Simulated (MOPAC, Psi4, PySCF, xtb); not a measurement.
Intermolecular potential of H3ClSi ··· H3B (SMILES [SiH3]Cl and B). Monomers: optimised at B3LYP-D3(BJ) (def2-TZVP), held rigid. Orientation: lowest of the rigid-body minima from ten starts at GFN2-xTB (searched outside a hard wall at short contacts). R is the distance of the centres of mass, along which the second monomer moves. The shortest distances reach bonding range, where SAPT0 and rigid monomers are unreliable.

Geometry at R = 2.89 Å (first 5 atoms: monomer A):
```
9

Si    -0.1322     0.0091    -0.0027
Cl     1.9288    -0.1327     0.0389
H     -0.6398    -0.8667    -1.0766
H     -0.4993     1.4140    -0.2665
H     -0.6575    -0.4237     1.3069
B      3.0556     1.8718    -0.3322
H      2.3493     2.1147    -1.2576
H      2.7565     2.2424     0.7576
H      4.0614     1.2587    -0.4965
```

- MP2/aug-cc-pVDZ = DF-MP2/aug-cc-pVDZ, frozen core, counterpoise-corrected in Psi4
- RHF/6-31G* = restricted Hartree-Fock/6-31G*, spherical d, no counterpoise correction (PySCF)
- HF/aug-cc-pVDZ, counterpoise-corrected (Psi4)
- AM1, restricted, heats of formation (MOPAC)
- GFN1-xTB (xtb)

Interaction energies in kcal/mol (negative: bound); R is the distance of the centres of mass, d the Cl2···B6 distance.

```json
[
 {"R / Å": "2.30", "d / Å": "1.78", "MP2/aug-cc-pVDZ": "37.02", "RHF/6-31G*": "52.59", "HF/aug-cc-pVDZ": "52.31", "AM1": "18.48", "GFN1-xTB": "30.67"},
 {"R / Å": "2.49", "d / Å": "1.95", "MP2/aug-cc-pVDZ": "16.17", "RHF/6-31G*": "28.82", "HF/aug-cc-pVDZ": "28.82", "AM1": "2.36", "GFN1-xTB": "9.81"},
 {"R / Å": "2.69", "d / Å": "2.14", "MP2/aug-cc-pVDZ": "5.62", "RHF/6-31G*": "15.05", "HF/aug-cc-pVDZ": "15.38", "AM1": "-2.47", "GFN1-xTB": "0.21"},
 {"R / Å": "2.89", "d / Å": "2.33", "MP2/aug-cc-pVDZ": "0.81", "RHF/6-31G*": "7.45", "HF/aug-cc-pVDZ": "8.00", "AM1": "-2.43", "GFN1-xTB": "-2.94"},
 {"R / Å": "3.09", "d / Å": "2.52", "MP2/aug-cc-pVDZ": "-1.24", "RHF/6-31G*": "3.30", "HF/aug-cc-pVDZ": "3.94", "AM1": "-1.79", "GFN1-xTB": "-3.23"},
 {"R / Å": "3.30", "d / Å": "2.72", "MP2/aug-cc-pVDZ": "-1.98", "RHF/6-31G*": "1.03", "HF/aug-cc-pVDZ": "1.65", "AM1": "-1.25", "GFN1-xTB": "-2.59"},
 {"R / Å": "3.60", "d / Å": "3.01", "MP2/aug-cc-pVDZ": "-2.00", "RHF/6-31G*": "-0.30", "HF/aug-cc-pVDZ": "0.20", "AM1": "-0.61", "GFN1-xTB": "-1.57"},
 {"R / Å": "3.91", "d / Å": "3.31", "MP2/aug-cc-pVDZ": "-1.61", "RHF/6-31G*": "-0.64", "HF/aug-cc-pVDZ": "-0.28", "AM1": "-0.29", "GFN1-xTB": "-0.92"},
 {"R / Å": "4.38", "d / Å": "3.77", "MP2/aug-cc-pVDZ": "-1.00", "RHF/6-31G*": "-0.57", "HF/aug-cc-pVDZ": "-0.36", "AM1": "-0.20", "GFN1-xTB": "-0.49"},
 {"R / Å": "5.12", "d / Å": "4.50", "MP2/aug-cc-pVDZ": "-0.44", "RHF/6-31G*": "-0.32", "HF/aug-cc-pVDZ": "-0.22", "AM1": "-0.16", "GFN1-xTB": "-0.25"},
 {"R / Å": "6.10", "d / Å": "5.47", "MP2/aug-cc-pVDZ": "-0.17", "RHF/6-31G*": "-0.14", "HF/aug-cc-pVDZ": "-0.10", "AM1": "-0.09", "GFN1-xTB": "-0.11"},
 {"R / Å": "7.36", "d / Å": "6.72", "MP2/aug-cc-pVDZ": "-0.06", "RHF/6-31G*": "-0.06", "HF/aug-cc-pVDZ": "-0.05", "AM1": "-0.04", "GFN1-xTB": "-0.04"}
]
```

Lowest grid point: MP2/aug-cc-pVDZ -2.00 kcal/mol at R = 3.60 Å; RHF/6-31G* -0.64 kcal/mol at R = 3.91 Å; HF/aug-cc-pVDZ -0.36 kcal/mol at R = 4.38 Å; AM1 -2.47 kcal/mol at R = 2.69 Å; GFN1-xTB -3.23 kcal/mol at R = 3.09 Å.
